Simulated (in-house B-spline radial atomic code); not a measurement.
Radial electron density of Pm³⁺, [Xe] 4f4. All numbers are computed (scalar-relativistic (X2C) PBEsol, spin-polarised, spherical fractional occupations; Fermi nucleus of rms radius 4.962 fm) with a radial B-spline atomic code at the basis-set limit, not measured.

One-electron X2C: radii and densities carry no picture-change correction, so inner-shell <1/r> comes out high (for 1s by about 2 % at Z = 33, 5 % at 54, 10 % at 75, 30 % at 118) and <r> low.

Columns: r (bohr), 4πr²n(r) (electrons per bohr), bar.

```
0.000611    2.477 #
0.000752    3.392 #
0.000926    4.632 ##
 0.00114    6.296 ###
  0.0014    8.481 ###
 0.00173    11.45 #####
 0.00213    15.26 ######
 0.00262    20.09 ########
 0.00322     26.1 ###########
 0.00396    33.41 ##############
 0.00488    42.05 #################
   0.006    51.55 #####################
 0.00739    61.47 #########################
 0.00909    70.66 #############################
  0.0112    77.93 ################################
  0.0138     81.8 ##################################
   0.017    81.46 ##################################
  0.0209    77.54 ################################
  0.0257    72.56 ##############################
  0.0316    70.64 #############################
  0.0389    75.65 ###############################
  0.0479    87.84 ####################################
  0.0589    101.3 ##########################################
  0.0726    106.7 ############################################
  0.0893    98.81 #########################################
    0.11    84.57 ###################################
   0.135    78.98 #################################
   0.167    87.13 ####################################
   0.205    93.03 ######################################
   0.252    79.14 #################################
    0.31    52.03 #####################
   0.382    36.49 ###############
    0.47    39.58 ################
   0.579    42.52 ##################
   0.712    33.31 ##############
   0.877     20.2 ########
    1.08    12.77 #####
    1.33    9.829 ####
    1.64    6.997 ###
    2.01    3.756 ##
    2.48    1.334 #
    3.05   0.3104 
    3.75  0.04421 
    4.62 0.003372 
    5.68 0.0001325
```

On this grid the curve has 4 maxima, near 0.0138, 0.0726, 0.205, 0.579 bohr.

The 4f up radial function P(r) = rR(r), positive near the nucleus:

```csv
r (bohr),P
0.0316,0.001479
0.0479,0.006114
0.0726,0.02304
0.11,0.07625
0.167,0.2138
0.252,0.4763
0.382,0.8203
0.579,1.033
0.877,0.9342
1.33,0.6172
2.01,0.2923
3.05,0.08561
4.62,0.01218
```
